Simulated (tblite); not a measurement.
Species: C7H7FOS.
Numbering: `[CH3:1][c:2]1[cH:3][s:4][c:5]([C:6](=[O:7])[F:8])[c:9]1[CH3:10]` (hydrogens: H11, H12, H13 on C1; H14 on C3; H15, H16, H17 on C10)

The geometry is computed with GFN2-xTB (gas phase).

(1) List the bond lengths, angles and torsions at this level.

Answers

(1) 
| bond | length (Å) |
| --- | --- |
| C1–C2 | 1.491 |
| C2–C3 | 1.366 |
| C3–S4 | 1.707 |
| S4–C5 | 1.740 |
| C5–C6 | 1.434 |
| C6=O7 | 1.189 |
| C6–F8 | 1.375 |
| C5–C9 | 1.384 |
| C9–C10 | 1.487 |
| C2–C9 | 1.417 |
| C1–H11, C1–H12, C1–H13 | 1.088 |
| C3–H14 | 1.073 |
| C10–H15, C10–H16, C10–H17 | 1.088 |

Bonds in one row agree within 0.01 Å and their mean is given. A selection of angles:
| angle | degrees |
| --- | --- |
| C2–C1–H11 | 110.6 |
| C2–C1–H12 | 110.2 |
| H11–C1–H12 | 108.7 |
| H12–C1–H13 | 107.9 |
| C1–C2–C3 | 124.4 |
| C1–C2–C9 | 123.5 |
| C3–C2–C9 | 112.1 |
| C2–C3–S4 | 113.6 |
| C2–C3–H14 | 127.1 |
| S4–C3–H14 | 119.3 |
| C3–S4–C5 | 90.5 |
| S4–C5–C6 | 120.3 |
| S4–C5–C9 | 111.9 |
| C6–C5–C9 | 127.7 |
| C5–C6–O7 | 130.2 |
| C5–C6–F8 | 111.3 |
| O7–C6–F8 | 118.5 |
| C5–C9–C10 | 125.2 |
| C2–C9–C5 | 111.8 |
| C2–C9–C10 | 123.0 |
| C9–C10–H15 | 109.8 |
| C9–C10–H16 | 111.0 |
| H15–C10–H16 | 108.9 |
| H15–C10–H17 | 107.7 |

Dihedral angles: S4–C5–C6–O7 -178° (antiperiplanar). The mirror-image conformer, all signs reversed, is as good.

The C–S distances run from 1.707 Å (C3–S4, aromatic) to 1.740 Å (S4–C5, aromatic), a spread of 0.033 Å. The 10 heavy atoms lie in one plane (0.016 Å rms). Of the pairs four or more bonds apart, O7···H16 is among the closest relative to their van der Waals radii: 2.28 Å, 84 % of the sum of Bondi's values. The 6 C–C bonds span 1.366 Å (C2–C3, aromatic) to 1.491 Å (C1–C2, drawn single), a spread of 0.125 Å. S4 (thiophene-type sulfur) is bent (angle 90.5°). The 5-membered ring C2–C3–S4–C5–C9 has internal angles of 90.5° to 113.6° (sum 540°, against 540° for a flat polygon); it is planar, 0.00 Å rms from its mean plane, widest ring torsion 0°.

Point group: near Cs, missed by 0.17 Å at most; the miss may be what the optimiser left on a soft mode. Its GFN2-xTB frequencies are all real (lowest 63 cm⁻¹). The numbers are those of one conformer. 2 starts were optimised and ended at 0.00 and 0.41 kcal/mol (GFN2-xTB); the lowest of these is shown.
